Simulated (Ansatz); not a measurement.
Compare A (`CO[Si]C`) with its isomer B (`C=C(O)[SiH3]`).

Isolated molecules relaxed with PBE0-D4/def2-TZVP in Ansatz; ΔE leaves out vibrations. CBS: MP2 limit from def2 TZ/QZ plus the TZ coupled-cluster correction, frozen cores. Functionals use def2-TZVPP. Each species was taken in one conformer, which may not be the lowest.

A:

```xyz
10

C    -1.269   -0.900    0.109
O    -0.665   -0.622   -1.132
Si    0.645    0.264   -1.587
C     1.299    0.944    0.071
H    -1.268   -1.981    0.274
H    -0.753   -0.414    0.941
H    -2.307   -0.557    0.087
H     1.580    0.140    0.762
H     0.554    1.568    0.580
H     2.186    1.559   -0.105
```

B:

Z-matrix (Å, degrees):
```
Si
C 1 1.875
H 1 1.489 2 109.7
H 1 1.489 2 109.7 3 -117.4
H 1 1.482 2 109.4 3 121.3
O 2 1.368 1 119.8 3 58.7
C 2 1.332 1 121.2 3 -121.3
H 6 0.960 2 110.6 1 -0.0
H 7 1.085 2 121.4 1 180.0
H 7 1.081 2 120.3 1 -0.0
```

**Question.** Which is lower in electronic energy at CCSD(T)/CBS, and by how much? (Best estimate.)

**Answer.** Ansatz gave: A, by 17.8 kcal/mol.

**Question.** Give E(B) − E(A) in kcal/mol with HF/def2-TZVPP, B2PLYP, ωB97M-V, r2SCAN-D4, PBE-D4, LDA (SPW92), MP2/def2-TZVPP. (An estimate is asked.)

**Answer.** The calculation gave: HF/def2-TZVPP 16.5, B2PLYP 18.1, ωB97M-V 19.9, r2SCAN-D4 15.4, PBE-D4 16.8, LDA (SPW92) 17.3, MP2/def2-TZVPP 17.7. None reverses the order clearly.

**Question.** Does the order hold for the free energy at 298.15 K (harmonic terms from PBE0-D4)? (Best estimate.)

**Answer.** Ansatz gave: Yes: G(B) − G(A) = +14.0 kcal/mol, for one conformer each. Modes under 60 cm⁻¹, often nearly free rotors, make the harmonic entropy too high.

Largest T1 diagnostic: 0.014.

In def2-TZVPP, CCSD(T) changes the Hartree–Fock value by +1.6 kcal/mol (the triples alone add −0.8 kcal/mol) and MP2 by +1.2 kcal/mol. From r2SCAN to r2SCAN0 (25 % exact exchange), in def2-TZVPP and without D4, E(B) − E(A) moves by +1.1 kcal/mol.
